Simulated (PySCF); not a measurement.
C3H8N (SMILES [CH2]N(C)C), doublet, geometry from GFN2-xTB, with bond 10-4 at 2.0 times its length; HF/6-31G in PySCF.

Input for PySCF:
```python
from pyscf import gto, scf

mol = gto.M(
    atom='''
C    -0.162314    1.226258    0.726735
N     0.036100    0.169487   -0.150001
C     1.234252   -0.611549    0.013625
C    -1.119479   -0.597079   -0.536488
H    -1.074786    1.778607    0.600837
H     0.717812    1.767587    1.019802
H     1.148096   -1.345478    0.827618
H     2.070588    0.049193    0.232021
H     1.441663   -1.150364   -0.912875
H    -2.796948    0.745000   -0.882689
H    -0.901036   -1.135962   -1.460410
H    -1.411581   -1.329741    0.229371
''',
    basis='6-31g',
    charge=0,
    spin=1,
    verbose=4,
)

mf = scf.UHF(mol)
mf.damp = 0.5
mf.diis_start_cycle = 5
mf.kernel()
```

What the program printed (banner, timings and long lists left out):

```
PySCF version 2.14.0

[INPUT] verbose = 4
[INPUT] num. atoms = 12
[INPUT] num. electrons = 33
[INPUT] charge = 0
[INPUT] spin (= nelec alpha-beta = 2S) = 1
[INPUT] symmetry False subgroup None
[INPUT] Mole.unit = angstrom
[INPUT] Symbol           X                Y                Z      unit          X                Y                Z       unit  Magmom
[INPUT]  1 C     -0.162314000000   1.226258000000   0.726735000000 AA   -0.306729006183   2.317291778057   1.373330115136 Bohr   0.0
[INPUT]  2 N      0.036100000000   0.169487000000  -0.150001000000 AA    0.068219113097   0.320284011674  -0.283460808411 Bohr   0.0
[INPUT]  3 C      1.234252000000  -0.611549000000   0.013625000000 AA    2.332398248697  -1.155660121752   0.025747518447 Bohr   0.0
[INPUT]  4 C     -1.119479000000  -0.597079000000  -0.536488000000 AA   -2.115508712202  -1.128315784729  -1.013815389116 Bohr   0.0
[INPUT]  5 H     -1.074786000000   1.778607000000   0.600837000000 AA   -2.031051182517   3.361080113234   1.135417375505 Bohr   0.0
[INPUT]  6 H      0.717812000000   1.767587000000   1.019802000000 AA    1.356468088926   3.340255331342   1.927146481284 Bohr   0.0
[INPUT]  7 H      1.148096000000  -1.345478000000   0.827618000000 AA    2.169587004709  -2.542584926628   1.563971355760 Bohr   0.0
[INPUT]  8 H      2.070588000000   0.049193000000   0.232021000000 AA    3.912844236811   0.092961297246   0.438456145148 Bohr   0.0
[INPUT]  9 H      1.441663000000  -1.150364000000  -0.912875000000 AA    2.724348233919  -2.173872903559  -1.725083735962 Bohr   0.0
[INPUT] 10 H     -2.796948000000   0.745000000000  -0.882689000000 AA   -5.285465704650   1.407845962801  -1.668040463166 Bohr   0.0
[INPUT] 11 H     -0.901036000000  -1.135962000000  -1.460410000000 AA   -1.702711268374  -2.146657067913  -2.759774929576 Bohr   0.0
[INPUT] 12 H     -1.411581000000  -1.329741000000   0.229371000000 AA   -2.667501492640  -2.512846306605   0.433448370918 Bohr   0.0

nuclear repulsion = 128.247135160723
number of shells = 36
number of NR pGTOs = 120
number of NR cGTOs = 52
basis = 6-31g
ecp = {}

******** <class 'pyscf.scf.uhf.UHF'> ********
method = UHF
initial guess = minao
damping factor = 0.5
level_shift factor = 0
DIIS = <class 'pyscf.scf.diis.CDIIS'>
diis_start_cycle = 5
diis_space = 8
diis_damp = 0
SCF conv_tol = 1e-09
SCF conv_tol_grad = None
SCF max_cycles = 50
direct_scf = True
direct_scf_tol = 1e-13
number electrons alpha = 17  beta = 16
Set gradient conv threshold to 3.16228e-05
init E= -172.846144388047

cycle= 1 E= -172.262716725332  delta_E= 0.583  |g|= 0.33  |ddm|= 2.09
cycle= 2 E= -172.341279893119  delta_E= -0.0786  |g|= 0.128  |ddm|= 0.483
cycle= 3 E= -172.354521593133  delta_E= -0.0132  |g|= 0.0856  |ddm|= 0.142
cycle= 4 E= -172.362181285549  delta_E= -0.00766  |g|= 0.0647  |ddm|= 0.102
cycle= 5 E= -172.372973964701  delta_E= -0.0108  |g|= 0.0495  |ddm|= 0.165
cycle= 6 E= -172.382575414578  delta_E= -0.0096  |g|= 0.0498  |ddm|= 0.149
cycle= 7 E= -172.386592605059  delta_E= -0.00402  |g|= 0.0503  |ddm|= 0.0585
cycle= 8 E= -172.388878716765  delta_E= -0.00229  |g|= 0.0517  |ddm|= 0.0306
cycle= 9 E= -172.377566823201  delta_E= 0.0113  |g|= 0.0455  |ddm|= 0.228
cycle= 10 E= -172.384447127399  delta_E= -0.00688  |g|= 0.0325  |ddm|= 0.237
cycle= 11 E= -172.388719495117  delta_E= -0.00427  |g|= 0.0187  |ddm|= 0.178
cycle= 12 E= -172.389883524241  delta_E= -0.00116  |g|= 0.0128  |ddm|= 0.0864
cycle= 13 E= -172.390492429084  delta_E= -0.000609  |g|= 0.00481  |ddm|= 0.074
cycle= 14 E= -172.390560579028  delta_E= -6.81e-05  |g|= 0.00205  |ddm|= 0.0293
cycle= 15 E= -172.39056612557  delta_E= -5.55e-06  |g|= 0.00087  |ddm|= 0.00849
cycle= 16 E= -172.390567448073  delta_E= -1.32e-06  |g|= 0.000338  |ddm|= 0.00421
cycle= 17 E= -172.390567658269  delta_E= -2.1e-07  |g|= 0.000196  |ddm|= 0.00157
cycle= 18 E= -172.390567662471  delta_E= -4.2e-09  |g|= 0.000117  |ddm|= 0.00115
cycle= 19 E= -172.390567686546  delta_E= -2.41e-08  |g|= 2.96e-05  |ddm|= 0.000599
cycle= 20 E= -172.390567687035  delta_E= -4.89e-10  |g|= 1.15e-05  |ddm|= 8.95e-05
Extra cycle  E= -172.390567687277  delta_E= -2.42e-10  |g|= 9.02e-06  |ddm|= 2.34e-05
converged SCF energy = -172.390567687277  <S^2> = 0.7595774  2S+1 = 2.0095546
```
